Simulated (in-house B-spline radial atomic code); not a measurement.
Results of a calculation; reference values are marked as such.
Sr in electron gases of falling density

A nucleus sits in a uniform electron gas with a rigid positive background. The Kohn-Sham equations are solved self-consistently in the spin-unpolarised LDA (PW92), non-relativistic, on B-splines with outgoing waves at the boundary and partial waves to l = 8. The model has no lattice, no bands and no magnetic solution. Atomic units; δ_l are the phase shifts at the Fermi level, counted so that each bound state adds π, and good to about 0.0005.

```json
{"r_s (bohr)": "1.5", "k_F": "1.2794", "δ0/π": "3.398", "δ1/π": "2.629", "δ2/π": "1.415", "shallowest bound level (hartree)": "p -0.162", "σ_tr (bohr²)": "28.45", "Q (a.u.)": "2.575"}
{"r_s (bohr)": "1.65", "k_F": "1.1631", "δ0/π": "3.460", "δ1/π": "2.681", "δ2/π": "1.406", "shallowest bound level (hartree)": "p -0.207", "σ_tr (bohr²)": "37.72", "Q (a.u.)": "2.332"}
{"r_s (bohr)": "1.8", "k_F": "1.0662", "δ0/π": "3.515", "δ1/π": "2.726", "δ2/π": "1.394", "shallowest bound level (hartree)": "p -0.25", "σ_tr (bohr²)": "48.01", "Q (a.u.)": "2.095"}
{"r_s (bohr)": "2", "k_F": "0.9596", "δ0/π": "3.582", "δ1/π": "2.778", "δ2/π": "1.374", "shallowest bound level (hartree)": "p -0.304", "σ_tr (bohr²)": "62.17", "Q (a.u.)": "1.780"}
{"r_s (bohr)": "2.07", "k_F": "0.9271", "δ0/π": "3.603", "δ1/π": "2.795", "δ2/π": "1.366", "shallowest bound level (hartree)": "p -0.321", "σ_tr (bohr²)": "66.96", "Q (a.u.)": "1.671"}
{"r_s (bohr)": "2.2", "k_F": "0.8723", "δ0/π": "3.642", "δ1/π": "2.823", "δ2/π": "1.352", "shallowest bound level (hartree)": "p -0.353", "σ_tr (bohr²)": "75.28", "Q (a.u.)": "1.472"}
{"r_s (bohr)": "2.4", "k_F": "0.7996", "δ0/π": "3.698", "δ1/π": "2.862", "δ2/π": "1.329", "shallowest bound level (hartree)": "p -0.396", "σ_tr (bohr²)": "85.92", "Q (a.u.)": "1.186"}
{"r_s (bohr)": "2.67", "k_F": "0.7188", "δ0/π": "3.768", "δ1/π": "2.908", "δ2/π": "1.299", "shallowest bound level (hartree)": "p -0.447", "σ_tr (bohr²)": "94.74", "Q (a.u.)": "0.854"}
{"r_s (bohr)": "3", "k_F": "0.6397", "δ0/π": "3.847", "δ1/π": "2.956", "δ2/π": "1.263", "shallowest bound level (hartree)": "p -0.499", "σ_tr (bohr²)": "95.85", "Q (a.u.)": "0.542"}
{"r_s (bohr)": "3.3", "k_F": "0.5816", "δ0/π": "3.914", "δ1/π": "2.992", "δ2/π": "1.232", "shallowest bound level (hartree)": "p -0.537", "σ_tr (bohr²)": "88.48", "Q (a.u.)": "0.342"}
{"r_s (bohr)": "3.6", "k_F": "0.5331", "δ0/π": "3.977", "δ1/π": "3.025", "δ2/π": "1.202", "shallowest bound level (hartree)": "p -0.569", "σ_tr (bohr²)": "75.62", "Q (a.u.)": "0.206"}
{"r_s (bohr)": "4", "k_F": "0.4798", "δ0/π": "4.054", "δ1/π": "3.062", "δ2/π": "1.166", "shallowest bound level (hartree)": "p -0.603", "σ_tr (bohr²)": "55.58", "Q (a.u.)": "0.099"}
```

Q = n k_F σ_tr, with n = 3/(4π r_s³).

(1) How does the screening charge move between partial waves as the gas thins?

(2) What end-to-end powers of r_s do the first and last rows give for σ_tr and Q?

Answers

(1) By (2/π)(2l + 1) δ_l, at r_s = 1.5 it is s 6.80, p 15.78, d 14.15, f and beyond 1.28, and at r_s = 4 s 8.11, p 18.37, d 11.66, f and beyond -0.14. The free atom is [Kr] 5s2.

(2) σ_tr goes as r_s^+0.68 and Q as r_s^-3.32. Since n k_F/k_F² goes as r_s⁻², Q = 4π n Σ/k_F would fall as r_s⁻² at fixed phase shifts; the sum Σ (l + 1) sin²(δ_l − δ_(l+1)) is 3.706 in the first row and 1.018 in the last, and ranges from 1.02 to 4.58 between them, so these powers are no law.
